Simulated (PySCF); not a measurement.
Sr: excitation energy

Sr [Kr] 5s2 (1S) → Sr [Kr] 4d1 5s1 (3D), as a difference of total energies. All numbers are calculated (PySCF 2.14, scalar relativity by spin-free X2C-1e, in x2c-TZVPPall with one added diffuse shell each of s, p, d, f type (9s7p7d3f1g, 95 functions)). Correlated levels: valence: [Kr] frozen; valence and next inner shell: [Ar] 3d10 frozen. The calculations carry no spin-orbit coupling.

Problem. Order these methods by the excitation energy they give, lowest first.
A. LC-wPBE
B. wB97X-V
C. MP2 (valence and next inner shell)
D. PBEsol

Solution. D (1.701 eV), A (1.887 eV), B (2.141 eV), C (2.280 eV).

Errors of the correlated levels include the incompleteness of this basis and the frozen core.

For comparison: 2.263 eV (measured; NIST levels, between the centres of gravity of the two terms).
